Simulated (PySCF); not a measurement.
Isomers of C5H6F2O2, mass 136.034 u with the commonest isotopes. Level of theory: PBE0/def2-SVPD in PySCF (dipole) on a GFN2-xTB geometry, gas phase. One conformer each, none proved a minimum here; rigid rotors.

**Question.** Order these by rotational constant B, smallest first.
A. `FC1(F)OCC12COC2`
B. `[CH3:1][O:2]/[C:3]([CH3:4])=[C:5](/[F:6])[C:7](=[O:8])[F:9]` with C1–O2–C3–C4 0°, C3–C5–C7–O8 0°
C. `[O:1]=[C:2]1[CH2:3][CH2:4][O:5][C@H:6]1[CH:7]([F:8])[F:9]` with O5–C6–C7–F8 79°, O1–C2–C3–C4 174°, C2–C3–C4–O5 24°, C3–C4–O5–C6 -33°, C4–O5–C6–C7 -91°
D. `[F:1][CH:2]([F:3])[O:4][C@H:5]1[CH:6]=[CH:7][O:8][CH2:9]1` with F1–C2–O4–C5 -58°, C2–O4–C5–C6 89°
E. `[CH3:1][CH2:2][O:3][C:4](=[O:5])[CH:6]=[C:7]([F:8])[F:9]` with C1–C2–O3–C4 -81°, C2–O3–C4–O5 -1°, O3–C4–C6–C7 -3°

**Answer.** E (896.2 MHz), D (1014 MHz), B (1193 MHz), A (1407 MHz), C (1498 MHz).

**Question.** Order these by radius of gyration √(Σ m r²/M), largest first.
A. `[O:1]=[C:2]1[CH2:3][CH2:4][O:5][C@H:6]1[CH:7]([F:8])[F:9]` with O5–C6–C7–F8 79°, O1–C2–C3–C4 174°, C2–C3–C4–O5 24°, C3–C4–O5–C6 -33°, C4–O5–C6–C7 -91°
B. `[CH3:1][O:2]/[C:3]([CH3:4])=[C:5](/[F:6])[C:7](=[O:8])[F:9]` with C1–O2–C3–C4 0°, C3–C5–C7–O8 0°
C. `[CH3:1][CH2:2][O:3][C:4](=[O:5])[CH:6]=[C:7]([F:8])[F:9]` with C1–C2–O3–C4 -81°, C2–O3–C4–O5 -1°, O3–C4–C6–C7 -3°
D. `[F:1][CH:2]([F:3])[O:4][C@H:5]1[CH:6]=[CH:7][O:8][CH2:9]1` with F1–C2–O4–C5 -58°, C2–O4–C5–C6 89°
E. `FC1(F)OCC12COC2`

**Answer.** C (2.255 Å), B (2.122 Å), D (2.099 Å), A (1.881 Å), E (1.847 Å).

**Question.** Order these by rotational constant A, smallest first.
A. `[O:1]=[C:2]1[CH2:3][CH2:4][O:5][C@H:6]1[CH:7]([F:8])[F:9]` with O5–C6–C7–F8 79°, O1–C2–C3–C4 174°, C2–C3–C4–O5 24°, C3–C4–O5–C6 -33°, C4–O5–C6–C7 -91°
B. `C1C2(COC2(F)F)CO1`
C. `[CH3:1][CH2:2][O:3][C:4](=[O:5])[CH:6]=[C:7]([F:8])[F:9]` with C1–C2–O3–C4 -81°, C2–O3–C4–O5 -1°, O3–C4–C6–C7 -3°
D. `[CH3:1][O:2]/[C:3]([CH3:4])=[C:5](/[F:6])[C:7](=[O:8])[F:9]` with C1–O2–C3–C4 0°, C3–C5–C7–O8 0°
E. `[F:1][CH:2]([F:3])[O:4][C@H:5]1[CH:6]=[CH:7][O:8][CH2:9]1` with F1–C2–O4–C5 -58°, C2–O4–C5–C6 89°

**Answer.** A (2415 MHz), D (2632 MHz), B (2708 MHz), C (3393 MHz), E (3978 MHz).

```
             SMILES  point group  Ia (u·Å²)  Ib (u·Å²)  Ic (u·Å²)      κ  μa (D)  μb (D)  μc (D)
 FC(F)O[C@H]1C=COC1           C1     127.04     498.22     573.32  -0.91    0.66    0.29    0.10
 O=C1CCO[C@H]1C(F)F           C1     209.24     337.26     416.27  -0.53    2.44    2.34    0.10
    CCOC(=O)C=C(F)F           C1     148.93     563.93     671.01  -0.89    0.34    1.35    0.08
CO/C(C)=C(/F)C(=O)F           Cs     192.05     423.61     609.31  -0.60    6.09    1.91    0.00
    FC1(F)OCC12COC2           Cs     186.61     359.12     382.28  -0.88    1.35    2.22    0.00
```
